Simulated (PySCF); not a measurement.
**How methods differ on the ionisation energy of Ce²⁺**

Ce²⁺ [Xe] 4f2 [4f5/2^2, M_J = 4] → Ce³⁺ [Xe] 4f1 [4f5/2^1, M_J = 5/2], as a difference of total energies. All numbers are calculated (PySCF 2.14, the two-component X2C-1e Hamiltonian, in x2c-TZVPPall-2c (11s11p10d4f2g, 140 functions)). Correlated levels: [Ar] 3d10 frozen; the 18 highest virtual spinors dropped. "Screened" scales the spin-orbit matrix elements by Boettger's factors to mimic the two-electron term; Breit and QED terms are absent.

```csv
method,ionisation energy (eV)
GHF (spin-free),18.239
GMP2 (spin-free),19.436
GHF (screened spin-orbit),18.256
GMP2 (screened spin-orbit),19.459
```

Task: How much does correlation contribute at GMP2 (screened spin-orbit)?

Result: 19.459 − (18.256) = 1.203 eV, measured against GHF (screened spin-orbit).

The spin-free rows relax to the high-spin LS determinant and lack the spin-orbit shift.

The labels give the starting determinants; with spin-orbit coupling the two ends relaxed to ⟨J²⟩ = 20.99, ⟨L²⟩ = 29.79, ⟨S²⟩ = 1.99 and ⟨J²⟩ = 8.85, ⟨L²⟩ = 12.05, ⟨S²⟩ = 0.79.

The determinant of Ce²⁺ mixes levels of different J (the jj label is only the starting occupation), so the difference between spin-free and spin-orbit rows is not the physical spin-orbit shift.

For comparison: 20.197 eV (semi-empirical (NIST evaluation); NIST Atomic Spectra Database, ionization energies).
